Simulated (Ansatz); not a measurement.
`[OH][Al]([Cl])[Cl]`, charge 0, multiplicity 1.

(1) Give a relaxed structure at PBE0-D4/def2-TZVP (the Gaussian-basis code of Ansatz). (Estimate.)

## Answers

(1) Ansatz gave: 
Cartesian coordinates in Å:
```
O 0.329 1.278 -0.125
Al 0.040 -0.346 0.176
Cl 1.096 -1.273 1.696
Cl -1.344 -1.429 -0.936
H -0.121 1.771 -0.810
```
Point group Cs.
